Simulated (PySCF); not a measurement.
Cl₄Zr, charge -1, doublet, at a GFN2-xTB geometry (such geometries of metal compounds can be far from the true shape) (the multiplicity is a formal guess) (core potentials on Zr) (in this run its highest filled SCF level lies above zero, so its values depend strongly on the basis, on diffuse functions most of all); DF-B3LYP/def2-SVP (PySCF).

Input for PySCF:
```python
from pyscf import gto, scf, dft

mol = gto.M(
    atom='''
Zr    0.00000000    0.00000000    0.00000000
Cl    1.86352882   -0.58540177   -1.27374508
Cl    0.66962024    0.48253642    2.18096969
Cl   -1.02067932    1.87758363   -0.93314247
Cl   -1.51246974   -1.77471829    0.02591786
''',
    basis='def2-svp',
    ecp={'Zr': 'def2-svp'},
    charge=-1,
    spin=1,
    verbose=4,
)

mf = dft.UKS(mol)
mf.xc = 'b3lyp'
mf.level_shift = 0.3
mf.max_cycle = 100
mf = mf.density_fit(auxbasis='def2-universal-jkfit')
mf.kernel()
mf.analyze()
```

What the program printed (banner, timings and long lists left out):

```
PySCF version 2.14.0

[INPUT] verbose = 4
[INPUT] num. atoms = 5
[INPUT] num. electrons = 81
[INPUT] charge = -1
[INPUT] spin (= nelec alpha-beta = 2S) = 1
[INPUT] symmetry False subgroup None
[INPUT] Mole.unit = angstrom
[INPUT] Symbol           X                Y                Z      unit          X                Y                Z       unit  Magmom
[...]
nuclear repulsion = 426.136605820399
number of shells = 43
number of NR pGTOs = 201
number of NR cGTOs = 103
basis = def2-svp
ecp = {'Zr': 'def2-svp'}

******** <class 'pyscf.df.df_jk.DFUKS'> ********
method = DFUKS
initial guess = minao
damping factor = 0
level_shift factor = 0.3
DIIS = <class 'pyscf.scf.diis.CDIIS'>
diis_start_cycle = 1
diis_space = 8
diis_damp = 0
SCF conv_tol = 1e-09
SCF conv_tol_grad = None
SCF max_cycles = 100
direct_scf = False
number electrons alpha = 41  beta = 40
XC library pyscf.dft.libxc version 7.1.2
    S. Lehtola, C. Steigemann, M. J. T. Oliveira, and M. A. L. Marques,  SoftwareX 7, 1–5 (2018)
XC functionals = b3lyp
    P. J. Stephens, F. J. Devlin, C. F. Chabalowski, and M. J. Frisch,  J. Phys. Chem. 98, 11623 (1994)
radial grids:
    Treutler-Ahlrichs [JCP 102, 346 (1995); DOI:10.1063/1.469408] (M4) radial grids

becke partition: Becke, JCP 88, 2547 (1988); DOI:10.1063/1.454033
pruning grids: <function nwchem_prune>
grids dens level: 3
symmetrized grids: False
atomic radii adjust function: <function treutler_atomic_radii_adjust>
small_rho_cutoff = 0
Set gradient conv threshold to 3.16228e-05
tot grids = 97912
******** <class 'pyscf.df.df.DF'> ********
auxbasis = def2-universal-jkfit
init E= -1881.71182415343

cycle= 1 E= -1887.54638040812  delta_E= -5.83  |g|= 0.503  |ddm|= 2.79
cycle= 2 E= -1887.66428286023  delta_E= -0.118  |g|= 0.237  |ddm|= 1.12
cycle= 3 E= -1887.69655674664  delta_E= -0.0323  |g|= 0.0479  |ddm|= 0.304
cycle= 4 E= -1887.69828957483  delta_E= -0.00173  |g|= 0.0135  |ddm|= 0.0857
cycle= 5 E= -1887.69856635554  delta_E= -0.000277  |g|= 0.0053  |ddm|= 0.031
cycle= 6 E= -1887.69862318717  delta_E= -5.68e-05  |g|= 0.00242  |ddm|= 0.0158
cycle= 7 E= -1887.69863684933  delta_E= -1.37e-05  |g|= 0.00124  |ddm|= 0.00785
cycle= 8 E= -1887.69864049872  delta_E= -3.65e-06  |g|= 0.000636  |ddm|= 0.0042
cycle= 9 E= -1887.69864171007  delta_E= -1.21e-06  |g|= 0.000387  |ddm|= 0.00241
cycle= 10 E= -1887.69864234392  delta_E= -6.34e-07  |g|= 0.000302  |ddm|= 0.00164
cycle= 11 E= -1887.69864287926  delta_E= -5.35e-07  |g|= 0.000277  |ddm|= 0.00148
[...]
converged SCF energy = -1887.69867243439  <S^2> = 0.75154324  2S+1 = 2.0015426
Total Energy =                       -1887.698672434390346
[...]
spin_pop of  1 Cl 3pz      -0.00002
spin_pop of  1 Cl 4px       0.00191
spin_pop of  1 Cl 4py       0.00154
spin_pop of  1 Cl 4pz       0.00221
spin_pop of  1 Cl 3dxy      0.00074
spin_pop of  1 Cl 3dyz      0.00077
spin_pop of  1 Cl 3dz^2     0.00230
spin_pop of  1 Cl 3dxz     -0.00000
spin_pop of  1 Cl 3dx2-y2    0.00081
spin_pop of  2 Cl 1s        0.00000
spin_pop of  2 Cl 2s       -0.00000
spin_pop of  2 Cl 3s       -0.00004
spin_pop of  2 Cl 4s        0.00001
spin_pop of  2 Cl 2px       0.00000
spin_pop of  2 Cl 2py       0.00000
spin_pop of  2 Cl 2pz      -0.00000
spin_pop of  2 Cl 3px       0.00526
spin_pop of  2 Cl 3py       0.00289
spin_pop of  2 Cl 3pz      -0.00592
spin_pop of  2 Cl 4px       0.00327
spin_pop of  2 Cl 4py       0.00282
spin_pop of  2 Cl 4pz       0.00007
spin_pop of  2 Cl 3dxy      0.00002
spin_pop of  2 Cl 3dyz      0.00205
spin_pop of  2 Cl 3dz^2     0.00012
spin_pop of  2 Cl 3dxz      0.00254
spin_pop of  2 Cl 3dx2-y2    0.00003
spin_pop of  3 Cl 1s        0.00000
spin_pop of  3 Cl 2s       -0.00000
spin_pop of  3 Cl 3s        0.00000
spin_pop of  3 Cl 4s        0.00006
spin_pop of  3 Cl 2px       0.00000
spin_pop of  3 Cl 2py       0.00000
spin_pop of  3 Cl 2pz       0.00000
spin_pop of  3 Cl 3px       0.00123
spin_pop of  3 Cl 3py      -0.00052
spin_pop of  3 Cl 3pz       0.00107
spin_pop of  3 Cl 4px       0.00245
spin_pop of  3 Cl 4py       0.00232
spin_pop of  3 Cl 4pz       0.00168
spin_pop of  3 Cl 3dxy      0.00048
spin_pop of  3 Cl 3dyz      0.00003
spin_pop of  3 Cl 3dz^2     0.00145
spin_pop of  3 Cl 3dxz      0.00106
spin_pop of  3 Cl 3dx2-y2    0.00175
spin_pop of  4 Cl 1s        0.00000
spin_pop of  4 Cl 2s       -0.00000
spin_pop of  4 Cl 3s        0.00001
spin_pop of  4 Cl 4s        0.00008
spin_pop of  4 Cl 2px       0.00000
spin_pop of  4 Cl 2py       0.00000
spin_pop of  4 Cl 2pz      -0.00000
spin_pop of  4 Cl 3px       0.00369
spin_pop of  4 Cl 3py       0.00111
spin_pop of  4 Cl 3pz      -0.00208
spin_pop of  4 Cl 4px       0.00343
spin_pop of  4 Cl 4py       0.00237
spin_pop of  4 Cl 4pz       0.00010
spin_pop of  4 Cl 3dxy      0.00015
spin_pop of  4 Cl 3dyz      0.00007
spin_pop of  4 Cl 3dz^2     0.00000
spin_pop of  4 Cl 3dxz      0.00035
spin_pop of  4 Cl 3dx2-y2    0.00411
In total            41.00000 | 40.00000

WARN: System has nonzero charge -1; the dipole moment is origin-dependent.
Location of origin: [0. 0. 0.]

Dipole moment(X, Y, Z, Debye): -0.00013,  0.00026,  0.00005
```
